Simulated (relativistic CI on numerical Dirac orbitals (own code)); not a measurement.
**What each ingredient does to the levels of Te²⁴⁺**

Base calculation: Dirac-Coulomb-Breit CI, orbitals from a KLI potential per configuration, model QED (radiative potential, 1s self-energy scaled to tabulated hydrogen-like ionisation energies), unscaled Slater integrals.

Configurations in the expansion (outside the closed core [Ne]): 3s2.3p6.3d10, 3s2.3p6.3d9.4s, 3s2.3p6.3d9.4p, 3s2.3p6.3d9.4d, 3s2.3p6.3d9.4f, 3s2.3p5.3d10.4s, 3s2.3p6.3d8.4s2, 3s2.3p5.3d10.4p, 3s2.3p6.3d8.4s.4p, 3s2.3p6.3d9.5s, 3s2.3p6.3d8.4p2, 3s2.3p6.3d9.5p, 3s2.3p6.3d8.4s.4d, 3s2.3p5.3d10.4d, 3s.3p6.3d10.4s, 3s2.3p6.3d9.5d, 3s2.3p6.3d8.4p.4d, 3s2.3p6.3d9.5f, 3s2.3p5.3d9.4s2, 3s2.3p6.3d9.5g, 3s.3p6.3d10.4p, 3s2.3p5.3d10.4f, 3s2.3p6.3d8.4d2, 3s2.3p5.3d9.4s.4p, 3s2.3p6.3d9.6s, 3s2.3p6.3d9.6p, 3s2.3p5.3d9.4p2, 3s2.3p6.3d9.6d, 3s.3p6.3d10.4d, 3s2.3p5.3d9.4s.4d, 3s.3p6.3d9.4s2, 3s2.3p5.3d10.5s, 3s2.3p5.3d9.4p.4d, 3s2.3p5.3d10.5p, 3s.3p6.3d9.4s.4p, 3s2.3p4.3d10.4s2. Levels of other configurations are missing.

Variants: (1) non-relativistic limit. Shifts of the energy above 3s2.3p6.3d10 1S_0, in eV, for the lowest level and the first level of each name with at least 55 % of one term (blank where a level changes its place among those of its configuration and J or its character, or is not in the variant):

| Level | Base | Δ(1) |
| --- | --- | --- |
| 3s2.3p6.3d10 1S_0 | 0.000 | 0.000 |
| 3s2.3p6.3d9.4s 3D_3 | 515.928 | +30.053 |
| 3s2.3p6.3d9.4s 3D_1 | 526.950 | +19.031 |
| 3s2.3p6.3d9.4p 3P°_2 | 564.641 | +24.693 |
| 3s2.3p6.3d9.4p 3F°_2 | 575.938 | +15.601 |
| 3s2.3p6.3d9.4p 3F°_4 | 579.859 | +11.679 |
| 3s2.3p6.3d9.4p 1D°_2 | 581.387 | +13.571 |
| 3s2.3p6.3d9.4p 1P°_1 | 581.916 |  |
| 3s2.3p6.3d9.4p 3D°_3 | 582.815 |  |
| 3s2.3p6.3d9.4p 3P°_0 | 588.773 | +0.560 |
| 3s2.3p6.3d9.4p 3D°_1 | 592.009 |  |
| 3s2.3p6.3d9.4p 3D°_2 | 593.419 | +1.556 |
| 3s2.3p6.3d9.4d 3S_1 | 656.031 | +7.595 |
| 3s2.3p6.3d9.4d 3G_4 | 659.715 | +9.655 |

At this charge energies of transitions that change n are usually good to better than 1 %, and those within a shell (Δn = 0) to a few per cent.

Ionisation energy from the two ground configurations alone: base 1304.54 eV. The NIST ASD value (theoretical) is 1304 eV.

LS names give the leading component of a level, which can be under half, so a name can repeat, a term be missing and a line seem to break the LS rules.
